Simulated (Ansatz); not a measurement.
```xyz
10

C     0.8381   -2.5961   -0.2263
C     0.7528   -1.4094   -0.0429
Ge    0.5360    0.4443    0.2207
C    -1.1992    1.1860   -0.1152
F     1.7131    1.2443   -0.7545
F     1.0184    0.7942    1.8398
H     0.9251   -3.6470   -0.3856
H    -1.4826    1.0015   -1.1515
H    -1.9305    0.7225    0.5470
H    -1.1712    2.2597    0.0686
```

The species carries charge 0 and has multiplicity 1.

Problem. List the PBE0/def2-TZVPP orbital energies in eV (Ansatz 0.2.0). (Estimate.)

Solution. Computed: Occupied: -10861.59, -1359.69, -1209.53, -1209.52, -1209.49, -673.35, -673.35, -279.07, -278.85, -278.75, -172.57, -122.41, -122.38, -122.29, -35.75, -35.46, -35.19, -35.16, -35.15, -32.33, -31.65, -21.65, -20.53, -16.65, -15.28, -13.24, -13.14, -12.34, -12.13, -12.04, -11.46, -11.38, -11.21, -9.96, -8.94, -8.89. Lowest empty: -0.59, -0.41, 0.72, 1.87, 2.15, 2.50, 2.83, 3.02.
